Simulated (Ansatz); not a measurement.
def2 core potentials replace the inner electrons of Sb.

Species: C2H7O2Sb, SMILES `C[CH2][Sb]([OH])[OH]` (charge 0, multiplicity 1).

Problem. Give a relaxed geometry from B3LYP-D3(BJ)/def2-SVP in Ansatz (a quantum-chemistry and plane-wave program).

Solution. Several could match; the one computed here: the end point of this relaxation, one of several conformers (outside a Z-matrix the atoms follow the SMILES, hydrogens last).
Bond lengths (Å): C1–C2 1.527, C1–H6 1.103, C1–H7 1.103, C1–H8 1.101, C2–Sb3 2.188, C2–H9 1.102, C2–H10 1.103, Sb3–O4 2.010, Sb3–O5 2.007, O4–H11 0.968, O5–H12 0.970. Bond angles (°): C2–C1–H6 111.6, C2–C1–H7 111.8, C2–C1–H8 111.0, H6–C1–H7 107.2, H6–C1–H8 108.0, H7–C1–H8 107.0, C1–C2–Sb3 112.9, C1–C2–H9 112.2, C1–C2–H10 112.6, Sb3–C2–H9 108.0, Sb3–C2–H10 103.5, H9–C2–H10 107.1, C2–Sb3–O4 88.9, C2–Sb3–O5 94.8, O4–Sb3–O5 98.5, Sb3–O4–H11 110.8, Sb3–O5–H12 110.4.
